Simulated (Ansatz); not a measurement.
Ag3H3⁺, relaxed as a doublet with UKS B3LYP-D4/def2-TZVP in Ansatz, starting from the GFN1-xTB geometry. Force threshold 0.02 eV/Å.

In the def2 sets Ag takes a core potential; there is no spin–orbit coupling. The relaxation made no stability test and no search for a lower SCF solution. No other spin state of charge 1 was run. Another isomer (doublet) lies 1.03 eV lower at PBE0-D4/def2-TZVP; other spin states weren't run for this one.

Start:

Cartesian coordinates in Å:
```
Ag 0.867 -2.214 -0.184
Ag -1.227 1.743 1.509
Ag 0.075 0.376 -0.523
H 0.834 -0.755 -1.391
H -0.602 1.785 -0.054
H 0.053 -0.934 0.643
```

Problem. Estimate the energy that the relaxation releases and the steps that it takes.

Solution. 0.35 eV, in 13 steps; 33 s on 4 threads of Arm Neoverse V2 on a shared host. No frequencies were taken in this run, so the end may be a saddle point.

Problem. Does the start keep its bonding?

Solution. By distances, no bond broke or formed. The bond that changes most is Ag3–H4, from 1.62 to 1.92 Å (atoms count from 1).

Problem. Predict the relaxed structure.

Solution. 
```xyz
6

Ag    1.055   -2.210   -0.679
Ag   -1.373    2.464    1.234
Ag   -0.109    0.118    0.166
H     0.776   -0.593   -1.384
H    -0.572    1.791   -0.139
H     0.223   -1.570    0.803
```
Bond lengths (bridged metal pairs left out): 6 × Ag–H 1.73 to 1.92 Å.
